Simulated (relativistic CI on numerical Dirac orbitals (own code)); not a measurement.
# Rh⁺: resonant inelastic scattering at the M2,3 edge

Computed with this model: Dirac-Coulomb-Breit CI, separate exchange-only KLI orbitals for each configuration, model QED (radiative potential, 1s self-energy scaled to tabulated hydrogen-like ionisation energies), Kramers-Heisenberg scattering through one core-hole configuration in a parametric crystal field, unscaled Slater integrals; configurations [Kr] 4d8 → [Ne] 3s2 3p5 3d10 4s2 4p6 4d9; 300 K; core-hole width 2 eV; summed over polarisations. Incident energies are the highest absorption maxima for each field (at most a few, so the weaker spin-orbit partner edge can be absent), on the computed scale of the free ion. Intensities are in per cent of the strongest line above 0.02 eV; levels within 1 cm⁻¹ are merged; final levels count from the ground level, the first row holds all elastic scattering, lines under 0.4 are left out and each table stops after 24 rows. The scale of the Slater integrals is a model choice and moves the terms in proportion.

Field parameters in Wybourne normalisation: D3d B²₀ = −7Dσ, B⁴₀ = −14Dq − 21Dτ, B⁴₃ = −14√(10/7) Dq. The field is a parameter set, without covalency.

S is read from ⟨S²⟩ = S(S + 1).

D3d, 10Dq = 8500, Dσ = -1200, Dτ = 190 cm⁻¹:

| Final level (eV) | Degeneracy | Irrep | S | 498.7 eV | 524.2 eV |
| --- | --- | --- | --- | --- | --- |
| 0.000 | 1 | A1 | 1.00 | 301.1 | 22.3 |
| 0.006 | 2 | E | 1.00 | 28.8 | 2.8 |
| 1.070 | 2 | E | 0.96 | 100.0 | 2.7 |
| 1.136 | 2 | E | 1.00 | 90.0 | 10.0 |
| 1.188 | 1 | A2 | 1.00 | 26.1 | 5.2 |
| 1.217 | 1 | A1 | 1.00 | 36.7 | 9.7 |
| 1.305 | 2 | E | 0.99 | 64.5 | 11.0 |
| 1.346 | 1 | A2 | 1.00 | 28.6 | 3.8 |
| 1.563 | 2 | E | 0.38 | 8.3 | 10.9 |
| 1.719 | 1 | A1 | 0.99 | 8.2 | 2.6 |
| 1.836 | 2 | E | 0.93 | 13.9 | 11.6 |
| 2.020 | 1 | A2 | 1.00 | 5.0 | 4.5 |
| 2.047 | 1 | A1 | 0.99 | 11.8 | 3.0 |
| 2.141 | 2 | E | 0.99 | 28.8 | 5.5 |
| 2.195 | 2 | E | 0.94 | 35.3 | 7.6 |
| 2.594 | 2 | E | 0.34 | 15.4 | 5.4 |
| 2.601 | 1 | A1 | 0.17 | 12.1 | 10.1 |
| 2.946 | 1 | A1 | 0.56 | 9.0 | 8.8 |
| 3.001 | 2 | E | 0.99 | 20.8 | 5.7 |
| 3.041 | 1 | A2 | 0.99 | 0.9 | 5.0 |
| 3.076 | 2 | E | 0.83 | 19.3 | 4.7 |
| 3.147 | 1 | A1 | 0.64 | 4.3 | 2.5 |
| 3.227 | 2 | E | 0.12 | 13.3 | 16.3 |
| 3.423 | 1 | A2 | 0.03 | 6.8 | 6.5 |

D3d, 10Dq = 8500, Dσ = -860, Dτ = 190 cm⁻¹:

```
Final level (eV)  Degeneracy  Irrep     S  498.7 eV  524.2 eV
           0.000           1     A1  1.00     293.1      21.7
           0.005           2      E  1.00      25.4       2.5
           1.077           2      E  0.96     100.0       1.9
           1.133           2      E  1.00      81.4       8.3
           1.184           1     A2  1.00      28.0       5.2
           1.226           1     A1  1.00      35.9       9.3
           1.258           2      E  0.99      69.5      13.0
           1.293           1     A2  1.00      27.0       3.8
           1.559           2      E  0.39       8.3      10.1
           1.697           1     A1  0.99       6.9       2.6
           1.810           2      E  0.93      12.9      11.3
           1.981           1     A2  1.00       5.2       4.3
           2.011           1     A1  0.99      12.5       2.8
           2.105           2      E  0.99      28.7       5.6
           2.171           2      E  0.93      34.3       8.5
           2.609           1     A1  0.16      11.2       9.4
           2.609           2      E  0.33      14.5       5.1
           2.902           1     A1  0.34       8.7       8.2
           3.033           2      E  0.99      19.4       5.4
           3.074           1     A2  0.99       0.6       4.4
           3.112           2      E  0.86      16.9       4.6
           3.137           1     A1  0.83       4.6       2.9
           3.227           2      E  0.05      13.7      15.7
           3.357           1     A2  0.05       6.9       6.5
```

For the first field the strongest loss at the lowest incident energy is the level at 1.07 eV (S = 0.96, against 1.00 in the thermal ground state). Levels of other spin, the first over 8 % at 1.56 eV, appear because spin-orbit coupling of the core hole, and in heavier ions of the valence shell too, mixes spins.
